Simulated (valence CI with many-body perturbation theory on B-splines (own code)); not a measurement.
Valence orbitals of Mo XXII

Computed by valence CI with perturbative core correlation (CI+MBPT): three valence electrons over a frozen Dirac-Fock core [Ar], radial functions for each j: 7 s, 7 p, 8 d, 6 f, 4 g, 1 h, with the one-electron correlation potential Σ1 (screened to all orders), the two-electron term Σ2, the three-electron term Σ3, Breit, model QED; selected single and double excitations, second order for the rest, scaled by the run's own slope (own B-spline code, finite nucleus).

No measured spectrum was set against this ion. As an estimate, terms of the open shell hold to 2 to 4 % of their energy, and close levels can change places. Only levels of the ground parity were solved; by the run's estimate the other parity begins above the list, which can be wrong where configurations are misplaced.

These are the spectroscopic orbitals of the CI (the correlating ones are not listed), shaped by the core and the other valence electrons. h is the expectation value of the core's Dirac-Fock operator, without the valence repulsion; Σ1 is computed up to l = 3 at one energy for each symmetry, that of its lowest orbital but kept below the first core excitation, so for empty shells it is not the orbital's own correlation shift; Breit and QED include the response of the core.

```tsv
Orbital	h (hartree)	Σ1 (cm⁻¹)	Breit (cm⁻¹)	QED (cm⁻¹)	⟨r⟩ (bohr)
4s1/2	-23.677	-7419	1467	1051	0.8052
5s1/2	-14.213	-2686	689	499	1.337
6s1/2	-9.4892	-1313	373	273	2.009
4p1/2	-22.453	-8769	2306	-79.8	0.8122
5p1/2	-13.624	-3189	1117	-37.6	1.359
6p1/2	-9.1624	-1566	617	-20.5	2.046
4p3/2	-22.17	-8540	1459	22.8	0.8235
5p3/2	-13.491	-3150	706	11.8	1.373
6p3/2	-9.0892	-1555	402	6.7	2.063
3d3/2	-39.675	-22057	2670	-344	0.3531
4d3/2	-20.318	-8432	908	-86.5	0.8125
5d3/2	-12.624	-3320	448	-40.2	1.391
3d5/2	-39.5	-21622	1013	-233	0.3554
4d5/2	-20.26	-8324	392	-53.9	0.8153
5d5/2	-12.596	-3272	192	-24.5	1.395
4f5/2	-18.614	-15729	6.8	-42.0	0.7590
5f5/2	-11.856	-6689	2.2	-21.4	1.361
4f7/2	-18.599	-14946	-135	-31.6	0.7600
5f7/2	-11.847	-6335	-63.7	-15.8	1.362
5g7/2	-11.486		-0.5	-3.6	1.240
5g9/2	-11.483		-10.9	-1.1	1.240
```

Among the shells of the start configuration 3d3, Σ1 is largest in size for 3d3/2, where it is 0.25 % of h.

Lowest root of each symmetry, sizes in configuration state functions:

```csv
J,Parity,Roots,Reference,Variational,Second order,Change by selected CI (cm⁻¹),Change by second order (cm⁻¹)
1/2,even,2,43,2238,742,-4916,0
3/2,even,5,71,4023,2293,-3543,0
5/2,even,5,79,4841,4967,-3278,0
7/2,even,3,66,4641,3078,-3303,0
9/2,even,3,49,3958,320,-3574,0
11/2,even,1,25,2853,299,-5277,0
```
